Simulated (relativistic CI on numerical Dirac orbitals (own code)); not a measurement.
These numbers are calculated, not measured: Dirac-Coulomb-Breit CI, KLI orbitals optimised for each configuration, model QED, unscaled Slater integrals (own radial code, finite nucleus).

Configurations in the expansion (outside the closed core [Ar] 3d10): 4s²4p⁵, 4s4p⁶, 4s²4p⁴4d, 4s4p⁵4d, 4s²4p⁴4f, 4s4p⁵4f, 4p⁶4d, 4s²4p⁴5s, 4s4p⁴4d², 4s²4p⁴5p, 4s²4p³4d4f, 4p⁶5s, 4p⁶4f, 4s4p⁵5s, 4s²4p⁴5d, 4s4p⁴4d5s, 4s4p⁵5p, 4s²4p⁴6s, 4s²4p³4f5s, 4s²4p⁴5f, 4s²4p⁴6p, 4s²4p⁴5g, 4s4p⁵5d, 4p⁵4d4f, 4s²4p⁴6d, 4s4p⁴5s², 4s²4p⁴7s, 4s²4p³4d², 4s²4p²4d³, 4s4p³4d³, 4s²4p²4d²4f, 4s4p³4d²4f, 4s²4p²4d²5s, 4p⁵4d², 4p⁴4d³, 4p⁴4d²4f, 4p⁴4d²5s, 4s²4p³4d5s, 4s4p³4d²5s, 4s²4p²4d4f5s, 4s4p³4d4f5s, 4s²4p²4d5s², 4p⁵4d5s, 4p⁴4d4f5s, 4p⁴4d5s². Double excitations out of closed p, d and f shells are left out; levels of such configurations are missing from the list, as are those of other unlisted configurations, and high levels can miss mixing partners. These lack a partner that the ground configuration has and come out too high: 4s²4p⁴5p, 4s²4p⁴5d, 4s4p⁵5p, 4s²4p⁴6s, 4s²4p⁴5f.

At this charge energies of transitions that change n are usually good to better than 1 %, and those within a shell (Δn = 0) to a few per cent.

Outline of the computed level scheme of Pd XII. Lowest level of each configuration: 4s²4p⁵ ²P°3/2 at 0.0000 eV; 4s4p⁶ ²S1/2 at 39.4704 eV; 4s²4p⁴4d ⁴D5/2 at 51.8494 eV; 4s4p⁵4d ⁴P°1/2 at 90.2636 eV.

Some strong electric-dipole decays among the lowest 45 levels: 4s²4p⁴4d ²D5/2 → 4s²4p⁵ ²P°3/2 (3.7e+11 s⁻¹); 4s²4p⁴4d ²D3/2 → 4s²4p⁵ ²P°1/2 (3.5e+11 s⁻¹); 4s²4p⁴4d ²P3/2 → 4s²4p⁵ ²P°3/2 (2.9e+11 s⁻¹); 4s²4p⁴4d ²S1/2 → 4s²4p⁵ ²P°3/2 (2.9e+11 s⁻¹); 4s²4p⁴4d ²P1/2 → 4s²4p⁵ ²P°1/2 (2.5e+11 s⁻¹); 4s²4p⁴4d ²P1/2 → 4s²4p⁵ ²P°3/2 (3.4e+10 s⁻¹); 4s²4p⁴4d ²S1/2 → 4s²4p⁵ ²P°1/2 (3.2e+10 s⁻¹); 4s²4p⁴4d ²D3/2 → 4s²4p⁵ ²P°3/2 (1.2e+10 s⁻¹).

LS names give the leading component of a level, which can be under half, so a name can repeat, a term be missing and a line seem to break the LS rules.
